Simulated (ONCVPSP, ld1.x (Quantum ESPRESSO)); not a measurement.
# Potentials for molybdenum (Mo) compared

Generated with ld1.x 7.5 (TM, RRKJ, ultrasoft, PAW), atompaw 4.2 or ONCVPSP 4.0.1. The cutoff is in Ry: for ld1.x and atompaw files where the sum of valence levels is converged to 10 mRy in a Bessel basis, for ONCV files where the hardest occupied wave has 1 mHa per electron of residual kinetic energy. The error is the largest all-electron minus pseudo excitation energy over each file’s own four to seven test configurations (ionisations up to +4, promotions, holes and added fractions of an electron), all of which were solved. The labels leave out finer settings (local radius, basis sizes, second energies), which also bear on the numbers. Spin-polarised tests are not counted. The rows are a selection from randomly drawn settings: files with unsolved tests, undetermined cutoffs or missed reference levels are left out.

A true bound ghost makes a file unfit for plane-wave use even where its test errors are small: the radial tests pick states by their node count and pass the ghost by.

```tsv
potential	cutoff (Ry)	largest error (meV)	bound ghosts
ONCV, LDA (Perdew-Wang 92), non-relativistic, rc 1.80/1.70/2.25 (spd), local smoothed, core correction yes, reference 4s2 4p6 4d4, qcut 5.9/10.1/5.8, projectors 2/2/2	63	+29	none
ONCV, PBEsol, scalar-relativistic, rc 1.70/1.35/2.60 (spd), local smoothed, core correction yes, reference 4s2 4p6 4d5 5s0.5, qcut 7.9/7.3/6.5, projectors 2/3/1	44	-1.2	none
ONCV, PBEsol, scalar-relativistic, rc 2.10/1.80/1.75 (spd), local smoothed, core correction no, reference 4s2 4p6 4d5 5s0.5 5p0.5, qcut 6.5/6.1/6.3, projectors 2/2/3	35	-1.5	d
RRKJ, LDA (PZ), scalar-relativistic, rc 2.85/3.10/2.15 (spd), local s, core correction no, reference 4d5 5s1 5p0	35	-312	none
ONCV, PW91, scalar-relativistic, rc 1.55/1.70/1.60 (spd), local smoothed, core correction no, reference 4s2 4p6 4d4 5s2, qcut 9.2/8/5.9, projectors 2/2/1	54	-4.5	none
ONCV, PBEsol, scalar-relativistic, rc 1.60/1.80/2.50 (spd), local smoothed, core correction yes, reference 4s2 4p6 4d4 5s2, qcut 6.4/9.5/5.9, projectors 2/2/2	47	+41	none
```

Fill in the row for Mo: ONCV, PBE, scalar-relativistic, rc 1.70/1.80/2.45/2.10 (spdf), local smoothed, core correction yes, reference 4s2 4p6 4d5 5s1, qcut 7.4/6.4/6.6/4.9, projectors 3/1/1/2.

cutoff 38 Ry, largest error +9.5 meV, bound ghosts: none.

Fill in the row for Mo: ONCV, LDA (Perdew-Zunger), scalar-relativistic, rc 1.75/2.05/1.75 (spd), local d, core correction yes, reference 4s2 4p6 4d5.5 5s0.5, qcut 8.7/7.9/7.7, projectors 2/2/0.

cutoff 44 Ry, largest error +1.0 meV, bound ghosts: none.

Fill in the row for Mo: ONCV, PW91, fully relativistic, rc 1.60/1.70/2.40 (spd), local smoothed, core correction yes, reference 4s2 4p6 4d5 5s1, qcut 9.1/9.7/6.4, projectors 2/2/3.

cutoff 51 Ry, largest error -104 meV, bound ghosts: none.
